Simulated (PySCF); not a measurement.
Compound: CH5NO2Si.
Bonds: O1–C2 (double), C2–N3, N3–Si4, Si4–O5. Hydrogens: H6 on C2; H7 on N3; H8, H9 on Si4; H10 on O5.

A GFN2-xTB structure was refined with PySCF, PBE0-D3(BJ)/def2-SVP geometry optimisation, gas phase. Its GFN2-xTB values:

| coordinate | GFN2-xTB |
| --- | --- |
| O1=C2 | 1.192 Å |
| C2–N3 | 1.344 Å |
| C2–H6 | 1.107 Å |
| N3–Si4 | 1.726 Å |
| N3–H7 | 1.025 Å |
| Si4–O5 | 1.612 Å |
| Si4–H8 | 1.462 Å |
| O5–H10 | 0.966 Å |
| O1–C2–N3 | 125.7° |
| C2–N3–Si4 | 125.2° |
| N3–Si4–O5 | 108.0° |
| O1–C2–N3–Si4 | -1° |
| C2–N3–Si4–O5 | 1° |

Task: How do these coordinates change at the PBE0-D3(BJ)/def2-SVP level?

Result: 
```csv
coordinate,PBE0-D3(BJ)/def2-SVP (Å or °),change
N3–Si4,1.792,+0.066
Si4–H8,1.491,+0.029
Si4–O5,1.639,+0.027
O1=C2,1.217,+0.025
O5–H10,0.982,+0.016
C2–N3,1.357,+0.013
N3–H7,1.015,-0.010
C2–H6,1.115,+0.008
N3–Si4–O5,106.3,-1.7
C2–N3–Si4,124.6,-0.6
O1–C2–N3,125.3,-0.4
C2–N3–Si4–O5,-1,-2
O1–C2–N3–Si4,0,+1
```

The energy falls by 14.2 kJ/mol over 10 energy and gradient evaluations, the largest force component goes from 0.0395 to 1.6e-04 Eh/bohr, and the atoms move by 0.055 Å rms after alignment. The bond that changes most is N3–Si4 (amide nitrogen to oxygen-bound silicon), which lengthens by 0.066 Å. Bonds longer at the end by more than 0.005 Å: 7 of 9; shorter: 1. Rotational constants go from 7373, 3454, 2422 to 7143, 3350, 2343 MHz.

The run used 99 basis functions and 68 SCF cycles in all.

Whether it is a minimum is left open (no frequencies). One conformer, not necessarily the lowest.

The values belong to the conformer `[O:1]=[CH:2][NH:3][SiH2:4][OH:5]`: O1–C2–N3–Si4 0°, C2–N3–Si4–O5 -1°, H–O5–Si4–N3 1°.
